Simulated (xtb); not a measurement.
C$_{7}$H$_{7}$O (SMILES Cc1ccc([O])cc1), doublet, at a GFN2-xTB geometry; GFN1-xTB (xtb).

The xtb input:
```
$ xtb mol.xyz --gfn 1 --uhf 1 --ohess --json

# file mol.xyz
15

C     -2.77485450    -0.31397233    -0.09795376
C     -1.29792260    -0.13873099    -0.03622907
C     -0.45540720    -1.26271643     0.02356923
C      0.90039985    -1.13281791     0.06596932
C      1.53805169     0.17123047     0.05117137
O      2.76698655     0.30614444     0.08995023
C      0.63546333     1.30580553    -0.01312065
C     -0.71777593     1.13931539    -0.05441069
H     -3.10307357    -1.07229238     0.61135704
H     -3.06467633    -0.65514815    -1.09371576
H     -3.29368044     0.61901725     0.10676058
H     -0.90589933    -2.24607811     0.03647089
H      1.54792454    -1.99548828     0.11300103
H      1.08227016     2.28858041    -0.02585172
H     -1.36648507     2.00357152    -0.10159847
```

The log (banner, timings and long lists left out):

```
   ID    Z sym.   atoms
    1    6 C      1-5, 7, 8
    2    8 O      6
    3    1 H      9-15

           -------------------------------------------------
          |                Calculation Setup                |
           -------------------------------------------------

           -------------------------------------------------
          |                 G F N 1 - x T B                 |
           -------------------------------------------------

          ...................................................
          :                      SETUP                      :
          :.................................................:
          :  # basis functions                  46          :
          :  # atomic orbitals                  46          :
          :  # shells                           30          :
          :  # electrons                        41          :
          :  # halogen bonds                     0          :
          :  max. iterations                   250          :
          :  Hamiltonian                  GFN1-xTB          :
          :  restarted?                      false          :
          :  GBSA solvation                  false          :
          :  PC potential                    false          :
          :  electronic temp.          300.0000000     K    :
          :  accuracy                    1.0000000          :
          :  -> integral cutoff          0.2500000E+02      :
          :  -> integral neglect         0.1000000E-07      :
          :  -> SCF convergence          0.1000000E-05 Eh   :
          :  -> wf. convergence          0.2000000E-04 e    :
          :  Broyden damping             0.4000000          :
          :  net charge                          0          :
          :  unpaired electrons                  1          :
          ...................................................

 iter      E             dE          RMSdq      gap      omega  full diag
   1    -23.4525812 -0.234526E+02  0.922E+00    3.62       0.0  T
   2    -23.5351869 -0.826058E-01  0.561E+00    3.38       1.0  T
   3    -23.5184412  0.167457E-01  0.172E+00    3.60       1.0  T
   4    -23.5439071 -0.254659E-01  0.249E-01    3.47       1.0  T
   5    -23.5448665 -0.959399E-03  0.845E-02    3.48       1.0  T
   6    -23.5449547 -0.882492E-04  0.736E-03    3.48       3.5  T
   7    -23.5449551 -0.424273E-06  0.183E-03    3.48      14.1  T
   8    -23.5449552 -0.213721E-07  0.816E-04    3.48      31.7  T
   9    -23.5449552 -0.837098E-09  0.138E-04    3.48     186.7  T
  10    -23.5449552 -0.143974E-09  0.403E-05    3.48     640.1  T

   *** convergence criteria satisfied after 10 iterations ***

         :::::::::::::::::::::::::::::::::::::::::::::::::::::
         ::                     SUMMARY                     ::
         :::::::::::::::::::::::::::::::::::::::::::::::::::::
         :: total energy             -23.205860355972 Eh    ::
         :: gradient norm              0.017946861863 Eh/a0 ::
         :: HOMO-LUMO gap              3.481116352982 eV    ::
         ::.................................................::
         :: SCC energy               -23.544955156336 Eh    ::
         :: -> electrostatic           0.055345523004 Eh    ::
         :: repulsion energy           0.345655990770 Eh    ::
         :: dispersion energy         -0.006561190406 Eh    ::
         :: halogen bond corr.         0.000000000000 Eh    ::
         :: add. restraining           0.000000000000 Eh    ::
         :: total charge              -0.000000000000 e     ::
         :::::::::::::::::::::::::::::::::::::::::::::::::::::

      -----------------------------------------------------------
     |                   =====================                   |
     |                        A N C O P T                        |
     |                   =====================                   |
     |               Approximate Normal Coordinate               |
     |                Rational Function Optimizer                |
      -----------------------------------------------------------
      -----------------------------------------------------------
     |                   =====================                   |
     |                        A N C O P T                        |
     |                   =====================                   |
     |               Approximate Normal Coordinate               |
     |                Rational Function Optimizer                |
      -----------------------------------------------------------

          ...................................................
          :                      SETUP                      :
          :.................................................:
          :   optimization level            normal          :
          :   max. optcycles                   200          :
          :   ANC micro-cycles                  20          :
          :   degrees of freedom                39          :
          :.................................................:
          :   RF solver                   davidson          :
          :   write xtbopt.log                true          :
          :   linear?                        false          :
          :   energy convergence         0.5000000E-05 Eh   :
          :   grad. convergence          0.1000000E-02 Eh/α :
          :   maxmium RF displ.          1.0000000          :
          :   Hlow (freq-cutoff)         0.1000000E-01      :
          :   Hmax (freq-cutoff)         5.0000000          :
          :   S6 in model hess.         20.0000000          :
          ...................................................

generating ANC from exact Hessian ...
Using Lindh-Hessian (1995)
 Shifting diagonal of input Hessian by    4.5036022619841746E-003
 Lowest  eigenvalues of input Hessian
    0.000000    0.000000    0.000000    0.000000    0.000000    0.000000
[...]
 * total energy  :   -23.2058604 Eh     change       -0.1327649E-10 Eh
 * total energy  :   -23.2061192 Eh     change       -0.2588391E-03 Eh
 * total energy  :   -23.2061501 Eh     change       -0.3087248E-04 Eh
 * total energy  :   -23.2061524 Eh     change       -0.2316573E-05 Eh
   *** GEOMETRY OPTIMIZATION CONVERGED AFTER 4 ITERATIONS ***
         :: total energy             -23.206152384130 Eh    ::
[...]

           -------------------------------------------------
          |               Frequency Printout                |
           -------------------------------------------------
 projected vibrational frequencies (cm⁻¹)
eigval :       -0.00    -0.00    -0.00     0.00     0.00     0.00
eigval :       17.86   103.62   254.60   307.15   332.89   432.42
eigval :      443.55   451.64   594.27   659.59   720.98   748.28
eigval :      795.53   833.39   906.13   908.72   959.52   990.19
eigval :      997.89  1087.23  1141.00  1201.07  1224.86  1298.10
eigval :     1371.78  1393.73  1402.72  1445.83  1453.66  1485.48
eigval :     1583.89  1630.87  3014.04  3050.78  3082.76  3088.52
eigval :     3090.57  3117.68  3118.81
 reduced masses (amu)
   1:  9.71   2: 11.00   3: 11.79   4: 12.32   5: 12.84   6: 11.10   7:  1.38   8: 11.77
   9: 10.22  10:  9.33  11:  9.35  12: 12.07  13: 12.02  14:  8.10  15: 11.59  16:  8.80
  17:  3.29  18: 10.77  19:  7.05  20: 11.30  21:  2.99  22:  3.59  23:  8.48  24:  4.20
  25:  4.77  26:  3.53  27:  1.88  28:  7.00  29:  7.72  30:  6.88  31:  3.32  32: 10.43
  33:  8.41  34:  2.27  35:  2.79  36:  9.93  37: 11.41  38: 13.32  39:  1.38  40:  1.88
  41:  1.98  42:  1.83  43:  1.83  44:  1.88  45:  1.88
 IR intensities (km·mol⁻¹)
   1:  0.35   2:  3.65   3:  0.14   4:  0.16   5:  0.98   6:  3.45   7:  0.78   8:  5.37
   9: 10.56  10:  1.42  11:  0.02  12:  2.09  13: 13.06  14:  0.66  15:  4.26  16:  0.23
Molecule has no symmetry elements
It seems to be the C1 point group
  17:  0.01  18:  6.44  19: 69.60  20:  2.76  21:  0.17  22:  0.02  23:  0.05  24:  3.03
  25: 31.42  26: 18.87  27:  0.36  28:  8.57  29:  6.62  30: 10.44  31: 27.25  32: 11.09
  33: 65.59  34: 10.36  35:  8.67  36:  0.07  37: 11.42  38:389.00  39:  2.96  40:  4.83
  41:  6.78  42: 14.34  43:  7.54  44:  3.56  45:  1.48
 Raman intensities (Ä⁴*amu⁻¹)
   1:  0.00   2:  0.00   3:  0.00   4:  0.00   5:  0.00   6:  0.00   7:  0.00   8:  0.00
   9:  0.00  10:  0.00  11:  0.00  12:  0.00  13:  0.00  14:  0.00  15:  0.00  16:  0.00
  17:  0.00  18:  0.00  19:  0.00  20:  0.00  21:  0.00  22:  0.00  23:  0.00  24:  0.00
  25:  0.00  26:  0.00  27:  0.00  28:  0.00  29:  0.00  30:  0.00  31:  0.00  32:  0.00
  33:  0.00  34:  0.00  35:  0.00  36:  0.00  37:  0.00  38:  0.00  39:  0.00  40:  0.00
  41:  0.00  42:  0.00  43:  0.00  44:  0.00  45:  0.00
 output can be read by thermo (or use thermo option).
 writing <g98.out> molden fake output.
 recommended (thermochemical) frequency scaling factor: 1.0
           -------------------------------------------------
          |             Thermodynamic Functions             |
           -------------------------------------------------

c1  symmetry found (for desy threshold:  0.10E+00) used in thermo

          ...................................................
          :                      SETUP                      :
          :.................................................:
          :  # frequencies                          39      :
          :  # imaginary freq.                       0      :
          :  linear?                             false      :
          :  only rotor calc.                    false      :
          :  symmetry                               c1      :
          :  rotational number                       1      :
          :  scaling factor                  1.0000000      :
          :  rotor cutoff                   50.0000000 cm⁻¹ :
          :  imag. cutoff                  -20.0000000 cm⁻¹ :
          :.................................................:

    mode    ω/cm⁻¹     T·S(HO)/kcal·mol⁻¹    T·S(FR)/kcal·mol⁻¹   T·S(vib)
   ------------------------------------------------------------------------
       1     17.86    -2.04495 (  1.60%)    -1.36050 ( 98.40%)    -1.37147
       2    103.62    -1.00925 ( 94.86%)    -0.84050 (  5.14%)    -1.00057
       3    254.60    -0.50641 ( 99.85%)    -0.57429 (  0.15%)    -0.50651
   ------------------------------------------------------------------------

   temp. (K)  partition function   enthalpy   heat capacity  entropy
                                   cal/mol     cal/K/mol   cal/K/mol   J/K/mol
 298.15  VIB   135.                 2960.046     20.741     17.393
         ROT  0.274E+06              888.752      2.981     27.866
         INT  0.371E+08             3848.798     23.722     45.259
         TR   0.107E+28             1481.254      4.968     39.905
         TOT                        5330.0519    28.6905    85.1641   356.3264

       T/K    H(0)-H(T)+PV         H(T)/Eh          T*S/Eh         G(T)/Eh
   ------------------------------------------------------------------------
    298.15    0.849398E-02    0.124092E+00    0.404642E-01    0.836277E-01
   ------------------------------------------------------------------------

         :::::::::::::::::::::::::::::::::::::::::::::::::::::
         ::                  THERMODYNAMIC                  ::
         :::::::::::::::::::::::::::::::::::::::::::::::::::::
         :: total free energy         -23.122524732809 Eh   ::
         ::.................................................::
         :: total energy              -23.206152384130 Eh   ::
         :: zero point energy           0.115597864568 Eh   ::
         :: G(RRHO) w/o ZPVE           -0.031970213247 Eh   ::
         :: G(RRHO) contrib.            0.083627651321 Eh   ::
         :::::::::::::::::::::::::::::::::::::::::::::::::::::

optimized geometry written to: xtbopt.xyz

           -------------------------------------------------
          | TOTAL ENERGY              -23.206152384130 Eh   |
          | TOTAL ENTHALPY            -23.082060541140 Eh   |
          | TOTAL FREE ENERGY         -23.122524732809 Eh   |
          | GRADIENT NORM               0.000379651403 Eh/α |
          | HOMO-LUMO GAP               3.444675240173 eV   |
           -------------------------------------------------

normal termination of xtb
```
